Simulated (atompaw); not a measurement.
## What one change does to a pseudopotential (rhenium (Re), PAW (atompaw))

* Element: Re (Z = 75)
* Generator: atompaw 4.2.0.5
* Type: PAW
* Functional: PBE
* Relativity: scalar-relativistic
* Frozen core: [Kr] 4d10 4f14 5s2
* Valence charge: 13
* Reference configuration: 5p6 5d5 6s1 6p1
* Partial waves: 6s (bound): rc 2.80 bohr; 6s channel at 0.05 Ry: rc 2.80 bohr; 5p (bound): rc 2.10 bohr; 6p (bound): rc 1.90 bohr; 5d (bound): rc 2.80 bohr; 5d channel at -0.1 Ry: rc 2.80 bohr
* Local potential: bessel scheme, radius 2.55 bohr
* Core correction: smooth core density matched at 2.50 bohr
* Augmentation charge: besselshape compensation charge, radius 2.20 bohr; PAW radius 2.80 bohr; waves and projectors: custom polynom gramschmidtortho

All-electron outer shells of the reference configuration (PBE, scalar-relativistic, ld1.x):

```tsv
shell	level (eV)	outermost node (bohr)	outermost maximum (bohr)
5s	-86.95	0.52	0.93
5p	-48.72	0.56	1.06
4f	-44.00	–	0.41
6s	-7.07	1.24	2.51
5d	-6.90	0.62	1.41
6p	-2.12	1.48	3.52
```

Change: all radii scaled by about 0.84 (s 2.34, p 1.76, d 2.34 bohr); local potential bessel scheme, radius 2.12 bohr; augmentation besselshape compensation charge, radius 1.84 bohr; PAW radius 2.34 bohr; waves and projectors: custom polynom gramschmidtortho; core correction smooth core density matched at 2.08 bohr.

Cutoffs: the cutoffs (Ry, on a coarse ladder) from which the occupation-weighted sum of valence levels, in a spherical-Bessel basis at the reference potential, stays within 10 and 1 mRy of its value at 400 Ry; they do not see the model core or the augmentation charge, which bear on the density cutoff.

Question: What does the change do?

Answer: The potential gets harder (25 Ry and 35 Ry → 35 Ry and 45 Ry); a bound ghost appears in s, which as a rule spoils a file. A smaller radius makes the pseudo-wave follow the all-electron one further in, where it bends more sharply, so more plane waves are needed.

```tsv
quantity	base	changed
cutoff, loose	25 Ry	35 Ry
cutoff, tight	35 Ry	45 Ry
loose cutoff by channel (10 mRy a level)	s 6 Ry, p 15 Ry, d 10 Ry	s 8 Ry, p 21 Ry, d 15 Ry
bound ghosts	none	s
lowest overlap eigenvalue by channel	s 0.27, p 1.00, d 0.95	s 0.25, p 0.77, d 0.95
```

 A true bound ghost makes a file unfit for plane-wave use even where its test errors are small: the radial tests pick states by their node count and pass the ghost by. The cutoffs see the waves, projectors and local potential, not the compensation charge or the core.
